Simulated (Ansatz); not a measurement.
Reaction (redistribution): `C[SiH2]S[SiH2]Cl` + `C/C=N\[SiH3]` → `C/C=N\[SiH2]Cl` + `C[SiH2]S[SiH3]`

Computed with Ansatz on PBE0-D4/def2-TZVP structures; ΔE is electronic, products minus reactants. CCSD(T)/CBS is the MP2 limit (def2-TZVPP, def2-QZVPP) plus CCSD(T) − MP2 in def2-TZVPP, frozen cores. Double bonds are as drawn, so ΔE can hold a change between cis and trans. DFT in def2-TZVPP. B3LYP here is the variant with VWN-RPA as its local correlation; programs differ in this. Each species was taken in one conformer, which may not be the lowest.

```
             level  ΔE (kJ/mol)  difference from CCSD(T)/CBS
            PBE-D4        -15.7                         -1.6
         r2SCAN-D4        -16.2                         -2.1
           PBE0-D4        -15.3                         -1.2
            B2PLYP        -16.5                         -2.4
               PBE        -16.2                         -2.1
            r2SCAN        -16.4                         -2.3
             B3LYP        -18.1                         -4.0
    MP2/def2-TZVPP        -13.8                          0.3
SCS-MP2/def2-TZVPP        -14.1                          0.0
   CCSD/def2-TZVPP        -14.9                         -0.8
CCSD(T)/def2-TZVPP        -14.4                         -0.3
     HF/def2-QZVPP        -18.3                         -4.2
    MP2/def2-QZVPP        -13.6                          0.5
SCS-MP2/def2-QZVPP        -14.0                          0.1
      HF/CBS(def2)        -18.3                         -4.2
    CCSD/CBS(def2)        -14.6                         -0.5
       CCSD(T)/CBS        -14.1                            0
```

Largest T1 diagnostic among the species: 0.013.

In def2-TZVPP, CCSD(T) changes the Hartree–Fock value by +3.9 kJ/mol (the triples alone add +0.5 kJ/mol) and MP2 by +4.5 kJ/mol.
